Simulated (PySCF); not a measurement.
# One molecule, several mistakes: AlBFH3N cation

All numbers below are calculated, not measured. They come from PySCF 2.14.0, an open-source quantum chemistry program, on an isolated molecule that a program drew, which may never have been made. The molecule is AlBFH3N cation (charge +1, singlet), drawn as the SMILES string `FB[NH][AlH+]`.

Each row is a Hartree-Fock (HF) and frozen-core CCSD(T) single point in the cc-pV(D+d)Z basis, meant for a local HF minimum. Run 1 is clean. Each other run has one planted mistake out of seven kinds, and not every kind appears here: one electron removed, one electron added, multiplicity raised by two, geometry at a saddle point, minimal basis STO-3G, one bond length entered in bohr, all coordinates scaled. The reference is restricted for singlets and unrestricted otherwise, and also for a bond in bohr. Adding or removing an electron swaps singlet and doublet. Electrons count all cores. HOMO and LUMO are orbital energies over both spins, the gradient is its largest component, and the lowest frequency (negative if imaginary) is given only where the gradient is small. Bond lengths are over the 6 bonds as drawn. T1 is the CCSD diagnostic: over 0.02 (restricted) or 0.045 (unrestricted) a single reference is doubtful.

Geometry of the clean run:
```xyz
7
AlBFH3N cation, angstrom
F    -2.5688   -0.4043    0.8285
B    -1.7098   -1.3912    0.8792
N    -0.4222   -1.2372    0.2456
Al    0.7392   -2.5161    0.2903
H    -1.9727   -2.4168    1.4406
H    -0.2769   -0.3450   -0.2061
H     1.7518   -3.6715    0.3465
```

| run | electrons | basis functions | <S^2> | HOMO (eV) | LUMO (eV) | gradient (hartree/bohr) | lowest frequency (cm^-1) | mean bond (Å) | longest bond (Å) | T1 | HF (hartree) | CCSD(T) (hartree) | mistake |
|---|---|---|---|---|---|---|---|---|---|---|---|---|---|
| 1 | 36 | 80 | 0.000 | -17.89 | -4.57 | 2.0e-05 | 100 | 1.3712 | 1.728 | 0.0153 | -422.09669 | -422.61400 | no fault |
| 2 | 37 | 80 | 0.763 | -5.53 | 1.24 | 6.3e-02 | - | 1.3712 | 1.728 | 0.0284 | -422.28161 | -422.81074 | one electron added |
| 3 | 35 | 80 | 0.757 | -25.36 | -14.10 | 1.1e-01 | - | 1.3712 | 1.728 | 0.0242 | -421.52101 | -421.99573 | one electron removed |
| 4 | 36 | 80 | 0.865 | -14.24 | -4.65 | 1.4e-02 | - | 1.5653 | 2.474 | 0.0571 | -421.90874 | -422.39963 | ? |

**Which mistake was planted in run 4, and what did it cost?**

The mean bond changes by a factor of 1.142 and the longest by 1.432, so the molecule wasn't scaled as a whole. A length L in bohr read as angstrom grows by (1/0.5292 - 1) L = 0.890 L. The 6 bonds together grew by 6 x 0.1941 = 1.165 Å, which gives L = 1.309 Å. That is bond F1-B2, 1.309 Å in the clean geometry. So the mistake is: one bond length entered in bohr. Subtracting run 1 and multiplying by 627.51 kcal/mol a hartree, the energy moved by 117.9 kcal/mol in HF and 134.5 kcal/mol in CCSD(T).

Cautions from the logs. Run 4: T1 is over the limit, so its CCSD(T) energy is less reliable.
